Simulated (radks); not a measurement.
The numbers below are computed, except where a source is named.
All-electron atom: the strontium ion Sr21+ in [Ne] 3s2 3p5 (the NIST ground configuration).

Code: a radial shooting solver on a logarithmic mesh with Libxc functionals. Model: scalar-relativistic Kohn-Sham, PBEsol, spin-polarised, spherical densities, finite nucleus; open shells are filled with parallel spins first (spin-orbit coupling, left out, can overturn this in heavy ions); Fermi nuclear charge, rms radius 4.224 fm.

Energy parts (hartree):
| part | energy |
|---|---|
| total | -2914.09370 |
| kinetic | 2995.61331 |
| electron-nucleus | -6450.09713 |
| Hartree | 615.57689 |
| exchange-correlation | -75.18677 |

Orbitals (lengths in bohr, moments of r in powers of bohr; <r^-3> diverges for s and p1/2):
| orbital | occ. | eigenvalue (hartree) | <r^-3> | <r> |
|---|---|---|---|---|
| 1s up | 1 | -617.1649 | - | 0.03919 |
| 1s down | 1 | -617.1145 | - | 0.03918 |
| 2s up | 1 | -110.6800 | - | 0.1711 |
| 2s down | 1 | -110.6410 | - | 0.1710 |
| 2p up | 3 | -102.0627 | 1826 | 0.1490 |
| 2p down | 3 | -102.0084 | 1825 | 0.1490 |
| 3s up | 1 | -38.32521 | - | 0.4357 |
| 3s down | 1 | -38.17946 | - | 0.4361 |
| 3p up | 3 | -35.54409 | 395.6 | 0.4266 |
| 3p down | 2 | -35.39712 | 394.9 | 0.4270 |

The highest occupied level is 3p down at -963.20 eV. The density falls to 0.001 e/bohr^3 at r = 1.18 bohr. For comparison, the ionisation energy in NIST's Atomic Spectra Database is 982 eV (semi-empirical). In exact Kohn-Sham theory the highest level is minus the ionisation energy, but local and semilocal functionals leave it too shallow, through self-interaction and a potential that decays too fast; potentials with the right tail come closer. The electron density at the nucleus is 6.214e+04 e/bohr^3 (large components only). Summed over all electrons, <r^2> = 1.717 bohr^2, which gives a Langevin (diamagnetic) susceptibility term of -1.36 x 10^-6 cm^3/mol. Spin moment in Bohr magnetons: 1. The spin density at the nucleus is -1.041 e/bohr^3 (1s -2.797, 2s 0.053, 3s 1.703).
